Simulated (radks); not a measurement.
Cu2+, 27 electrons, occupied as [Ar] 3d9 (the NIST ground configuration).

Method: non-relativistic Kohn-Sham, PBE, spin-polarised, spherical densities, point nucleus; open shells are filled with parallel spins first; computed with a radial shooting solver on a logarithmic mesh with Libxc functionals.

Energy parts (eV):
part                       energy
total                  -44605.439
kinetic                 44574.191
electron-nucleus      -106101.011
Hartree                 18724.562
exchange-correlation    -1803.181

Orbitals (lengths in bohr, moments of r in powers of bohr; <r^-3> diverges for s and p1/2):
orbital,occ.,eigenvalue (eV),<1/r>,<r^-3>,<r>
1s down,1,-8772.147,28.51,-,0.05290
1s up,1,-8772.146,28.51,-,0.05290
2s up,1,-1065.934,6.192,-,0.2387
2s down,1,-1065.319,6.194,-,0.2386
2p up,3,-937.5953,6.154,673.6,0.2078
2p down,3,-937.1423,6.156,674.1,0.2078
3s up,1,-137.0902,1.966,-,0.7198
3s down,1,-135.9380,1.963,-,0.7205
3p up,3,-97.1360,1.837,85.71,0.7488
3p down,3,-96.0002,1.834,85.36,0.7500
3d up,5,-30.3382,1.468,8.415,0.9131
3d down,4,-29.2852,1.458,8.309,0.9232

The highest occupied level is 3d down at -29.285 eV. Spin moment in Bohr magnetons: 1. The density falls to 0.001 e/bohr^3 at r = 2.92 bohr. Virial ratio -V/T = 2.00070. The spin density at the nucleus is -0.2373 e/bohr^3 (1s -0.0097, 2s -0.5433, 3s 0.3157), a Fermi contact field of -12.4 T.
